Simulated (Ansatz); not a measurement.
`[NH2][Sn]([NH2])([Cl])[Cl]` → `[Cl][Sn][Cl]` + `NN` at 600 K and 1 bar (stannylene formation by 1,1-elimination).

Gas-phase electronic energies from Ansatz, PBE0-D4/def2-TZVP geometries. CBS: MP2 limit from def2 TZ/QZ plus the TZ coupled-cluster correction, frozen cores. This one scheme is used for every species. Elements past krypton have def2 core potentials. For Sn outer-core shells are correlated without core-valence functions, which leaves a few kJ/mol of doubt a bond. Each species was taken in one conformer, which may not be the lowest.

```json
{"species": "`[NH2][Sn]([NH2])([Cl])[Cl]`", "CCSD(T)/CBS energy (Eh)": "-1245.51931", "H − E (kJ/mol)": "208.3", "S (J/(mol·K))": "487.2"}
{"species": "`[Cl][Sn][Cl]`", "CCSD(T)/CBS energy (Eh)": "-1133.69328", "H − E (kJ/mol)": "35.5", "S (J/(mol·K))": "345.1"}
{"species": "`NN`", "CCSD(T)/CBS energy (Eh)": "-111.76471", "H − E (kJ/mol)": "169.7", "S (J/(mol·K))": "269.8"}
```

H − E and S are ideal-gas, rigid-rotor, harmonic terms from PBE0-D4/def2-TZVP, for one conformer and one mirror image of each species. 1 Eh = 2625.50 kJ/mol, R = 8.31446 J/(mol·K).

**Question.** By hand: ΔE, ΔH, ΔS and ΔG.

**Answer.** ΔE = (-1133.69328) + (-111.76471) − (-1245.51931) = 0.06132 Eh = 161.0 kJ/mol. Δ(H − E) = 35.5 + 169.7 − 208.3 = -3.1, so ΔH = 157.9 kJ/mol. ΔS = 345.1 + 269.8 − 487.2 = 127.7 J/(mol·K). ΔG = 157.9 − 600 × (127.7)/1000 = 81.3 kJ/mol.

**Question.** By hand: the equilibrium constant, and the temperature at which ΔG would vanish if ΔH and ΔS stayed fixed.

**Answer.** log₁₀ K = −ΔG/(RT ln 10) = -7.1. ΔG = 0 at ΔH/ΔS = 1236 K.

The number of gas molecules changes by +1, which sets the sign of ΔS. A doubt of 5 kJ/mol in ΔE shifts log₁₀ K by 0.4 here. Other conformers and mirror images would add mixing entropy, several J/(mol·K) or more a flexible species. These are equilibria of isolated gas molecules and say nothing of rates. Largest T1 diagnostic: 0.014 (customary marks: 0.02 for closed shells, 0.045 for open ones).
